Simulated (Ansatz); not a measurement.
`CB(C)N[SiH3]` + `O[AsH2]` → `O[AsH][SiH3]` + `CB(C)N` at 400 K and 1 bar (ligand exchange at the Si–N bond).

Calculated with Ansatz (gas phase, PBE0-D4/def2-TZVP geometries, no zero-point term in ΔE). CBS: MP2 limit from def2 TZ/QZ plus the TZ coupled-cluster correction, frozen cores. For As outer-core shells are correlated without core-valence functions, which leaves a few kJ/mol of doubt a bond. Scalar relativity is left out up to krypton. One conformer a species, not always the lowest.

| species | CCSD(T)/CBS energy (Eh) | H − E (kJ/mol) | S (J/(mol·K)) |
| --- | --- | --- | --- |
| `CB(C)N[SiH3]` | -450.78486 | 354.3 | 416.9 |
| `O[AsH2]` | -2311.97217 | 94.9 | 282.5 |
| `O[AsH][SiH3]` | -2602.26090 | 151.1 | 355.8 |
| `CB(C)N` | -160.48988 | 305.4 | 342.9 |

H − E and S are ideal-gas, rigid-rotor, harmonic terms from PBE0-D4/def2-TZVP, for one conformer and one mirror image of each species. 1 Eh = 2625.50 kJ/mol, R = 8.31446 J/(mol·K).

Task: By hand: ΔE, ΔH, ΔS and ΔG.

Result: ΔE = (-2602.26090) + (-160.48988) − (-450.78486) − (-2311.97217) = 0.00625 Eh = 16.4 kJ/mol. Δ(H − E) = 151.1 + 305.4 − 354.3 − 94.9 = 7.3, so ΔH = 23.7 kJ/mol. ΔS = 355.8 + 342.9 − 416.9 − 282.5 = -0.7 J/(mol·K). ΔG = 23.7 − 400 × (-0.7)/1000 = 24.0 kJ/mol.

Task: By hand: the equilibrium constant, and the temperature at which ΔG would vanish if ΔH and ΔS stayed fixed.

Result: log₁₀ K = −ΔG/(RT ln 10) = -3.1. ΔH and −TΔS have one sign here, so there is no such temperature. One of them is within its doubt of zero, so this could turn.

The number of gas molecules stays the same, so ΔS is small and ΔH decides. A doubt of 5 kJ/mol in ΔE shifts log₁₀ K by 0.7 here. Other conformers and mirror images would add mixing entropy, several J/(mol·K) or more a flexible species. Modes under 60 cm⁻¹, often nearly free rotors, make the harmonic entropy too high. These are equilibria of isolated gas molecules and say nothing of rates. Largest T1 diagnostic: 0.012 (customary marks: 0.02 for closed shells, 0.045 for open ones).
